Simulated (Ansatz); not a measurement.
`[SH][GaH2]` and `[AlH2][SH]` differ in one element.

Ansatz, PBE0-D4/def2-TZVP geometries, multiplicity 1. 

Scalar relativity is left out up to krypton.

| property | `[SH][GaH2]` |
| --- | --- |
| HOMO–LUMO gap (PBE0/def2-TZVPP) / eV | 6.22 |
| LUMO energy (PBE/def2-TZVPP) / eV | -2.28 |
| size of the dipole moment (PBE/def2-TZVPP) / D | 1.01 |
| size of the dipole moment (B3LYP/def2-TZVPP) / D | 1.08 |
| size of the dipole moment (ωB97M-V/def2-TZVPP) / D | 1.16 |
| HOMO–LUMO gap (ωB97M-V/def2-TZVPP) / eV | 10.10 |

**Question.** Give the same properties after the change, and the shifts. (Estimate.)

**Answer.** Ansatz gave: 
```
                                          property  `[AlH2][SH]`  shift
              HOMO–LUMO gap (PBE0/def2-TZVPP) / eV          6.45   0.23
                 LUMO energy (PBE/def2-TZVPP) / eV         -2.16   0.12
    size of the dipole moment (PBE/def2-TZVPP) / D          0.86  -0.15
  size of the dipole moment (B3LYP/def2-TZVPP) / D          0.92  -0.16
size of the dipole moment (ωB97M-V/def2-TZVPP) / D          0.95  -0.21
           HOMO–LUMO gap (ωB97M-V/def2-TZVPP) / eV         10.26   0.16
```

With PBE0 the HOMO falls by 0.13 eV and the LUMO rises by 0.10 eV, so the gap widens by about 0.23 eV. PBE moves the HOMO by -0.12 eV and ωB97M-V by -0.14 eV. Dipoles are sizes alone; their direction can turn.

B3LYP here is the variant with VWN-RPA as its local correlation; programs differ in this.
